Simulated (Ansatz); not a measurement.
Frontier orbitals of BFH6SiSn (`F[SiH2][BH][SnH3]`).

The species carries charge 0 and has multiplicity 1. Correlated methods include outer-core shells of Sn, which these sets cover unevenly. Sn: def2 effective core potential. Geometry: relaxed with PBE0-D4/def2-TZVP. It is one conformer, not always the lowest. Basis def2-TZVPP, the Gaussian-basis code of Ansatz.

| functional | HOMO (eV) | LUMO (eV) | gap (eV) |
| --- | --- | --- | --- |
| PBE | -6.72 | -4.05 | 2.67 |
| r2SCAN | -6.97 | -3.80 | 3.17 |
| PBE0 | -7.83 | -3.13 | 4.70 |
| r2SCANh | -7.37 | -3.48 | 3.89 |
| HSE06 (plane-wave form) | -7.44 | -3.51 | 3.93 |
| ωB97M-V | -9.90 | -1.16 | 8.74 |

Against PBE, PBE0 changes HOMO and LUMO by −1.12 and +0.92 eV, ωB97M-V by −3.18 and +2.89 eV. A gap of 2.66 eV thus becomes 8.74 eV for the same molecule, so an orbital gap means little without its functional.
